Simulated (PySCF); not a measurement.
H5N2O2Ta, SMILES [NH]=[Ta]([NH2])([OH])[OH], multiplicity 1.

Coordinates come from a PBE0-D3(BJ)/def2-SVP optimisation. The multiplicity is an assumed one; no other spin state was optimised. The structure was generated by enumeration; whether it is a known compound was not checked. The def2 effective core potentials stand for the cores of Ta; spin–orbit coupling is left out. One conformer was computed; it need not be the lowest.

All values below come from PySCF with PBE/def2-TZVP.

The molecule is in vacuum.

### Question
Estimate the frontier levels, gap, dipole moment and polarisability. (An estimate is asked for; the answer gives what the named calculation found.)

### Answer

| Item | Value |
|---|---|
| highest occupied level | -5.96 eV |
| lowest empty level | -0.61 eV |
| orbital gap | 5.35 eV |
| dipole moment | 0.67 D |
| quadrupole, principal values (traceless, Buckingham form, about the centre of nuclear charge) | -6.25, 2.42, 3.84 D·Å |
| mean static polarisability | 63.2 bohr³ (9.36 Å³) |
| polarisability, principal values | 60.8, 62.0, 66.7 bohr³ |
